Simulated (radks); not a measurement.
The numbers below are computed, except where a source is named.
C+, configuration [He] 2s2 2p1. Code: a radial shooting solver on a logarithmic mesh with Libxc functionals. Model: Dirac Kohn-Sham, PBE, spin-unpolarised, spherical densities, point nucleus; open shells are shared between the two j in proportion to 2j + 1; speed of light set to 116.481 atomic units (0.85 times the physical value, a model run).

Radial electron density D(r) = 4 pi r^2 rho(r):

```
   r/bohr * D(r) (the largest magnitude, 6.26, reaches the edge; | marks zero)
  0.01143 | *
  0.01397 | *
   0.0172 |  *
  0.02117 |    *
  0.02607 |      *
  0.03209 |         *
   0.0392 |             *
  0.04826 |                  *
  0.05942 |                        *
  0.07316 |                               *
  0.08936 |                                      *
     0.11 |                                              *
   0.1355 |                                                   *
   0.1668 |                                                      *
   0.2053 |                                                    *
   0.2508 |                                              *
   0.3088 |                                    *
   0.3802 |                         *
   0.4681 |                *
   0.5717 |            *
   0.7039 |            *
   0.8667 |               *
    1.067 |                 *
    1.314 |                 *
    1.605 |             *
    1.976 |        *
    2.432 |   *
    2.995 | *
    3.658 *
    4.504 *
    5.545 *
```

D(r) has 2 maxima, at r = 0.172, 1.16 bohr, and minima at 0.629 bohr, inside which lie 2.12 electrons.
